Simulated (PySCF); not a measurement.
**Correlation energy of Te²⁺ (tellurium, charge +2)**

[Kr] 4d10 5s1 5p3, high-spin 5S determinant (an excited configuration). All numbers are calculated (PySCF 2.14, a scalar-relativistic core potential, in aug-cc-pVDZ-PP with ECP28MDF (5s4p3d, 32 functions)). Frozen: 4s2 4p6 4d10; 4 electrons correlated.

MP2 pair energies summed by pair of shells (mhartree):

```
 pair  energy  share (%)
5p-5p  -10.67       89.9
5s-5p   -1.20       10.1
```

Total MP2 correlation energy: -11.87 mhartree.

Same-spin part -11.87 and opposite-spin part 0.00 mhartree; SCS-MP2 scales them by 1/3 and 6/5 to -3.96 mhartree.
